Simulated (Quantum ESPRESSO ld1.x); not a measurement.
Question: The mean radii <r> (bohr) of the occupied orbitals of an atom or ion are listed with their occupations. All-electron calculation, scalar-relativistic Kohn-Sham, relativistic LDA (MacDonald-Vosko exchange, VWN5 correlation), spin-unpolarised, spherical densities, point nucleus. Program: ld1.x of Quantum ESPRESSO 7.5.

orbital  occ.      <r>
1s          2  0.01781
2s          2  0.07517
2p          6  0.06746
3s          2   0.1945
3p          6   0.1949
3d         10   0.1764
4s          2   0.4315
4p          6   0.4578
4d         10   0.4838
5s          2   0.9240
4f         13   0.5220
5p          2    1.012

Name the element and its charge.

Answer: Z = 76, osmium, charge +13: Os13+ in [Kr] 4d10 4f13 5s2 5p2. The 1s radius gives Z: for a bare nucleus <r> = (2 gamma + 1)/(2Z) with gamma = sqrt(1 - (Z/c)^2), 0.01753 bohr for Z = 76, and screening makes it slightly larger (0.01781 here). The occupations add up to 63, and the charge is Z minus that.
